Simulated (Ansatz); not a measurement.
Input and output for `[GaH2][B]1B[SiH2]1`.

```yaml
crystal:
  periodic: [false, false, false]
  atoms:
    - {symbol: Ga, position_ang: [-1.043376, 1.195778, -0.903893]}
    - {symbol: B, position_ang: [0.656433, 0.082982, -0.898664]}
    - {symbol: B, position_ang: [1.699937, -0.277732, -0.351226]}
    - {symbol: Si, position_ang: [-0.173485, -0.859140, 0.736463]}
    - {symbol: H, position_ang: [-1.188112, 1.911114, -2.578268]}
    - {symbol: H, position_ang: [-2.032137, 2.185881, 0.016071]}
    - {symbol: H, position_ang: [2.629524, -1.139273, 0.234225]}
    - {symbol: H, position_ang: [0.306841, -2.126493, 1.632302]}
    - {symbol: H, position_ang: [-1.178630, -0.427967, 1.189487]}
basis:
  gaussian: {orbitals: STO-3G, point_charges: [{charge: 1.00, position_ang: [6.422, -0.008, 0.038]}]}
total_charge: 1
magnetization: {spin_polarized: true, initial_magnetization: 1}
hamiltonian: {xc: {name: B3LYP5}}
accuracy: high
scf: {lower_state_search: light}
```

```sh
$ ansatz run in.yaml --threads 2 --pin off --events-out ev --progress --plain --max-ram 4352MiB
```

Output, abridged:

```
Functional definition: B3LYP5
763 factors; integrals over basis functions are off by at most 6.6e-9 eV
mean field evaluation 1: about -59612.9495 eV, gradient 2.6e2 eV
mean field evaluation 2: about -60515.7681 eV, gradient 6.5e1 eV
mean field evaluation 4: about -58704.4001 eV, gradient 2.4e2 eV
mean field evaluation 8: about -60553.1335 eV, gradient 1.1e2 eV
mean field evaluation 16: about -60943.5739 eV, gradient 4.1e0 eV
mean field evaluation 32: about -60942.5946 eV, gradient 5.6e0 eV
mean field -60943.13509702 eV, -2239.6189060749 hartree, gradient 2.4e-8 eV, S^2 0.754479; 6 other end points of the search recorded, 0 dependent functions left out
reference -60943.13513336 eV, -2239.6189074102 hartree; 30, 29 occupied and 12, 13 virtual orbitals, 763 factors
Total energy: -60943.13513336 eV, -2239.6189074102 hartree
```

Run time 8.5 s (2 threads of an Arm Neoverse V1 on a shared host); peak host memory 0.45 GiB.
